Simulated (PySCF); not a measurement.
# Removal energies of Mn⁷⁺ from EOM-IP-GCCSD

Reference: closed-shell Mn⁷⁺, [Ar]; one electron is removed. Calculated with PySCF 2.14, two-component X2C-1e with screened spin-orbit coupling, an uncontracted even-tempered set (20 s from 0.096 bohr⁻², ratio 2.6; 14 p from 0.12 bohr⁻², ratio 2.6; 6 d from 0.13 bohr⁻², ratio 2.8; 3 f from 5.7 bohr⁻², ratio 2.8); frozen [Ne]; the 58 highest virtual spinors dropped; of the others 56 kept and the rest restored at second order. No Breit or QED terms. Binding energies in eV.

```json
{"level": "3s1/2", "Koopmans": "236.71", "second order": "230.11", "EOM-CCSD": "228.56"}
{"level": "3p1/2", "Koopmans": "196.93", "second order": "196.73", "EOM-CCSD": "196.82"}
{"level": "3p3/2", "Koopmans": "195.27", "second order": "195.11", "EOM-CCSD": "195.20"}
```

In EOM-CCSD the overlap with the one-orbital guess is low for 3s1/2 (weight 0.80). That can mean mixing with two-hole, one-particle states, where second order and EOM-CCSD lose accuracy, or only a rotation among the degenerate components of the shell; the terms of those configurations are not listed.

For comparison, the ionisation energy of Mn⁷⁺ is 195.5 ± 0.3 eV (semi-empirical (NIST evaluation); NIST Atomic Spectra Database, ionization energies).
